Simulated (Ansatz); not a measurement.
Ideal-gas functions of C₂H₄BClO, SMILES `O=CCBCl` at 800 K and 1 bar, from an Ansatz frequency run at PBE0-D4/def2-TZVP.

Molar mass 90.32 g/mol, point group C1 (symmetry number 1), electronic degeneracy 1, moments of inertia 29.378, 347.242, 353.569 u Å². Harmonic wavenumbers (cm⁻¹, unscaled): 55, 119, 221, 322, 504, 592, 814, 862, 943, 1000, 1052, 1118, 1152, 1271, 1396, 1421, 1842, 2650, 2902, 2992, 3136.

Use S(trans) = R[1.5 ln M + 2.5 ln T − 1.1517]; rotational temperatures θ = 24.2544 K / I; S(rot) = R[ln(√π/σ · √(T³/θAθBθC)) + 1.5]; for each mode x = 1.438777 ν̃/T, S = R[x/(eˣ − 1) − ln(1 − e⁻ˣ)] and H = RT x/(eˣ − 1); 1 cm⁻¹ = 0.0119627 kJ/mol; R = 8.31446 J/(mol·K).

Problem. By hand: the entropy, in J/(mol·K).

Solution. Translation 185.5. Rotation: θ = 0.8256, 0.0698, 0.0686 K, giving 123.6. Vibration, mode by mode: 27.55, 21.15, 16.04, 12.97, 9.41, 8.18, 5.85, 5.45, 4.85, 4.47, 4.15, 3.78, 3.60, 3.04, 2.55, 2.46, 1.35, 0.41, 0.28, 0.25, 0.20, in all 138.0. Electronic 0.0. Sum 447.1 J/(mol·K).

Problem. By hand: H − E and G − E in kJ/mol, counted from the electronic energy.

Solution. Zero-point energy ½ × 26364 × 0.0119627 = 157.7; thermal vibration 53.6; translation, rotation and pV give 4 RT = 26.6. H − E = 237.9 kJ/mol, and G − E = 237.9 − 800 × 447.1/1000 = -119.8 kJ/mol.

Vibration gives 31 % of the entropy, 48.7 J/(mol·K) of it from the modes under 150 cm⁻¹: soft modes count most, and the harmonic formula is weakest for them. The sum counts one conformer and one mirror image; others add a mixing term.
